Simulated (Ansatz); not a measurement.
`B[SiH](O)F` + HI → `BI` + `O[SiH2]F` at 700 K and 1 bar (cleavage of the B–Si bond).

Calculated with Ansatz (gas phase, PBE0-D4/def2-TZVP geometries, no zero-point term in ΔE). CCSD(T)/CBS adds triple-zeta CCSD(T) − MP2 to the extrapolated MP2 energy (def2 sets, frozen cores). Elements past krypton have def2 core potentials. For I outer-core shells are correlated without core-valence functions, which leaves a few kJ/mol of doubt a bond. Each species was taken in one conformer, which may not be the lowest.

| species | CCSD(T)/CBS energy (Eh) | H − E (kJ/mol) | S (J/(mol·K)) |
| --- | --- | --- | --- |
| `B[SiH](O)F` | -491.32150 | 187.3 | 418.6 |
| HI | -298.03592 | 34.6 | 231.7 |
| `BI` | -323.43628 | 85.0 | 298.4 |
| `O[SiH2]F` | -465.96250 | 137.3 | 346.2 |

H − E and S are ideal-gas, rigid-rotor, harmonic terms from PBE0-D4/def2-TZVP, for one conformer and one mirror image of each species. 1 Eh = 2625.50 kJ/mol, R = 8.31446 J/(mol·K).

Problem. By hand: ΔE, ΔH, ΔS and ΔG.

Solution. ΔE = (-323.43628) + (-465.96250) − (-491.32150) − (-298.03592) = -0.04136 Eh = -108.6 kJ/mol. Δ(H − E) = 85.0 + 137.3 − 187.3 − 34.6 = 0.4, so ΔH = -108.2 kJ/mol. ΔS = 298.4 + 346.2 − 418.6 − 231.7 = -5.7 J/(mol·K). ΔG = -108.2 − 700 × (-5.7)/1000 = -104.2 kJ/mol.

Problem. By hand: the equilibrium constant, and the temperature at which ΔG would vanish if ΔH and ΔS stayed fixed.

Solution. log₁₀ K = −ΔG/(RT ln 10) = 7.8. ΔG = 0 at ΔH/ΔS = 18982 K, far beyond where these terms or the molecules hold.

The number of gas molecules stays the same, so ΔS is small and ΔH decides. A doubt of 5 kJ/mol in ΔE shifts log₁₀ K by 0.4 here. Other conformers and mirror images would add mixing entropy, several J/(mol·K) or more a flexible species. These are equilibria of isolated gas molecules and say nothing of rates. Largest T1 diagnostic: 0.012 (customary marks: 0.02 for closed shells, 0.045 for open ones).
